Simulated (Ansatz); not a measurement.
C4H10GeO2Si (`C[Si](C)(O)C#[C][GeH2][OH]`). Charge 0, multiplicity 1. The geometry is a stationary point of PBE0-D4/def2-TZVP. It is one conformer, not always the lowest.

```xyz
18

C    -1.303   -1.628    1.289
Si   -0.824    0.162    1.114
C     0.364    0.671    2.454
O    -2.147    1.146    1.074
C    -0.022    0.399   -0.518
C     0.536    0.522   -1.589
Ge    1.416    0.718   -3.265
O     1.685   -0.891   -3.972
H    -1.987   -1.924    0.491
H    -0.422   -2.272    1.238
H    -1.797   -1.812    2.248
H     0.656    1.717    2.336
H    -0.084    0.551    3.445
H     1.269    0.059    2.421
H    -2.677    1.211    1.869
H     2.759    1.430   -3.030
H     0.527    1.450   -4.269
H     2.051   -1.510   -3.337
```

Question: What is the dipole moment at PBE/def2-TZVPP? (Estimate.)

Answer: Ansatz gave: 3.06 D, with components (0.17, -0.49, 3.02) D in this frame, pointing from negative to positive charge.

Question: And with r2SCAN, B3LYP, ωB97M-V? (An estimate is asked.)

Answer: Ansatz gave: r2SCAN 3.14 D, B3LYP 3.17 D, ωB97M-V 3.17 D.

Question: Give the Mulliken charges with PBE, B3LYP, ωB97M-V in def2-TZVPP. (Estimate.)

Answer: Computed: 
```csv
atom,PBE,B3LYP,ωB97M-V
C1,-0.38,-0.39,-0.45
Si2,0.45,0.58,0.57
C3,-0.39,-0.40,-0.45
O4,-0.34,-0.39,-0.36
C5,-0.34,-0.41,-0.46
C6,0.05,0.05,0.06
Ge7,0.40,0.44,0.43
O8,-0.39,-0.43,-0.42
H9,0.11,0.11,0.13
H10,0.10,0.10,0.12
H11,0.09,0.09,0.11
H12,0.11,0.11,0.13
H13,0.09,0.09,0.11
H14,0.10,0.10,0.12
H15,0.18,0.17,0.16
H16,-0.02,-0.02,0.01
H17,0.00,0.01,0.03
H18,0.18,0.17,0.16
```

B3LYP here is the variant with VWN-RPA as its local correlation; programs differ in this.
